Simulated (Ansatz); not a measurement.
A structure relaxed at PBE-D4/def2-SVP in Ansatz, charge 0, singlet:

```xyz
56

In   -3.241   -0.593   -0.075
In   -1.478   -1.577   -4.025
In   -3.730    2.034   -3.595
In   -1.187    3.071   -0.132
In    0.519    1.987   -4.081
In   -1.039   -4.433   -0.376
In   -2.898   -3.388    3.331
In   -0.792    0.494    3.160
In    1.342   -3.376    2.770
In    0.915   -0.521   -0.518
In    3.232    3.190   -0.497
In    3.617    0.683    2.706
In    1.422    4.318    3.210
P    -3.291   -0.409   -2.667
P    -2.885   -3.047    0.704
P    -1.322   -3.969   -2.948
P    -1.049    0.597    0.593
P     0.633   -0.403   -3.082
P    -1.405    2.956   -2.720
P     1.102    4.067    0.592
P     2.655    3.127   -3.059
P     1.031   -2.991    0.225
P    -0.637   -2.050    3.675
P     1.465    1.701    3.615
P     3.421   -1.865    3.317
P     3.092    0.687    0.167
H    -4.678    0.089    0.631
H    -1.541   -1.680   -5.758
H    -4.978    2.749   -2.620
H    -3.605    1.937   -5.331
H    -2.509    3.958    0.570
H     0.551    2.052   -5.816
H    -0.857   -6.133   -0.070
H    -4.186   -2.418    3.979
H    -2.531   -5.068    3.617
H    -2.092    1.236    4.047
H     1.637   -5.026    3.227
H     4.781    3.929   -0.228
H     5.184    1.303    3.126
H    -0.069    4.926    3.864
H     3.049    4.888    3.460
H    -4.464   -1.144   -3.045
H    -4.067   -3.727    0.255
H    -2.488   -4.686   -3.370
H    -0.365   -4.750   -3.674
H     1.769   -1.050   -3.671
H    -1.395    4.331   -3.132
H     1.058    5.419    0.112
H     2.652    4.485   -3.515
H     3.812    2.701   -3.791
H     2.159   -3.587   -0.430
H    -0.409   -2.103    5.090
H     1.650    1.568    5.032
H     3.644   -1.967    4.729
H     4.615   -2.541    2.904
H     4.180    0.020   -0.487
```

Task: Give its formula and point group.

Result: In₁₃P₁₃H₃₀, a nanocrystal cut from zinc blende InP (hydrogen-capped). Point group C3v (tolerance 0.1 Å).

Task: Summarise the bond lengths by kind (pairs closer than 1.2 times the sum of covalent radii, bridged metal pairs left out).

Result: 37 × In–P 2.52 to 2.65 Å; 15 × H–In 1.74 Å; 15 × H–P 1.43 to 1.44 Å.

In the def2 sets In takes a core potential; there is no spin–orbit coupling. Single mean-field runs in def2-SVP are fitted with def2-universal-jkfit.
